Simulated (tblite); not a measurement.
Compound: C4H11SSi (doublet state).
Z-matrix (Å and degrees, GFN2-xTB geometry), rows numbered from 1:
```
C 
Si  1  1.8975
C   2  1.9117  1  110.00
C   3  1.5232  2  113.02  1    59.13
C   4  1.5272  3  111.11  2   178.48
S   5  1.7966  4  111.99  3   179.41
H   1  1.0858  2  110.80  3   175.83
H   1  1.0868  2  111.78  3    56.00
H   1  1.0865  2  111.56  3   -64.60
H   2  1.4683  1  109.96  3   119.73
H   2  1.4681  1  110.25  3  -118.77
H   3  1.0917  2  109.17  1  -179.33
H   3  1.0921  2  109.93  1   -63.03
H   4  1.0918  3  110.10  2   -60.94
H   4  1.0921  3  110.06  2    57.77
H   5  1.0919  4  110.80  3   -60.93
H   5  1.0920  4  110.72  3    59.78
```

Method: GFN2-xTB as coded in tblite; computed harmonic values from a numerical Hessian at the method's own geometry, unscaled. This tight-binding method is rough: wavenumbers can miss measured ones by several per cent, in bad cases by 10 to 20. Modes of hydrogen on silicon can be 10 to 20 % off. One conformer, not necessarily the lowest. Open shells enter through the occupations alone, without spin polarisation, and single modes of such species can be off by tens of per cent.

Harmonic wavenumbers (cm⁻¹): 43.9, 81.0, 98.4, 109.4, 140.6, 188.7, 294.6, 310.0, 460.6, 576.9, 664.1, 695.7, 731.4, 758.1, 766.4, 782.4, 805.1, 825.8, 842.9, 937.8, 1030.9, 1052.3, 1077.2, 1184.0, 1230.6, 1254.8, 1276.5, 1332.7, 1373.0, 1422.5, 1481.8, 1487.1, 1489.9, 1492.1, 2219.8, 2227.1, 2948.7, 2961.5, 2962.0, 2978.5, 2980.3, 2988.7, 3033.1, 3036.0, 3046.6.

A = 5776, B = 735.0, C = 684.6 MHz; mass 119.035 u (most abundant isotopes); point group C1, symmetry number 1; spin multiplicity 2.

Problem. Zero-point energy?

Solution. Half the sum of the wavenumbers: 29841 cm⁻¹ = 85.32 kcal/mol.

Problem. Give the ideal-gas entropy at 400 K and 1 bar in the rigid-rotor, harmonic-oscillator model (classical rotation).

Solution. Translation 41.72, rotation 29.97, vibration 36.67, spin (R ln 2) 1.38: S = 109.7 cal/(mol K).

Problem. And Cp and H(400 K) − H(0)?

Solution. Cp = 43.20 cal/(mol K), of which vibrations give 35.25 (their classical limit is 45 R = 89.4); H(400 K) − H(0) = 10.51 kcal/mol without the zero-point energy, 7.33 from vibrations.

Problem. What must be added to the electronic energy to get the Gibbs energy at 400 K and 1 bar?

Solution. ZPE + [H(400 K) − H(0)] − T·S = 85.32 + 10.51 − 43.90 = 51.93 kcal/mol.

Problem. How do the functions run with temperature in this model?

Solution. 
```tsv
T (K)	S (cal/(mol K))	Cp (cal/(mol K))	H − H(0) (kcal/mol)	G − H(0) (kcal/mol)	ln q(vib)
50	60.0	13.9	0.51	-2.49	0.56
100	71.2	18.7	1.34	-5.78	1.88
298.15	98.3	34.6	6.54	-22.79	6.86
373.15	106.8	41.0	9.37	-30.48	8.62
500	120.2	50.5	15.20	-44.89	11.52
750	143.4	63.8	29.60	-77.92	16.99
1000	163.0	72.8	46.75	-116.28	22.08
```

q(vib) and H(0) count from the zero-point level.

Hindered rotation and anharmonicity are outside this model. Other conformers, if any are populated, would add a mixing term that is left out. The structure is chiral; the term R ln 2 for an equal mix with its mirror image is left out.

The run took 0.64 s on Arm Neoverse V1, one thread, no GPU, shared host. The figure is for the frequency step alone.
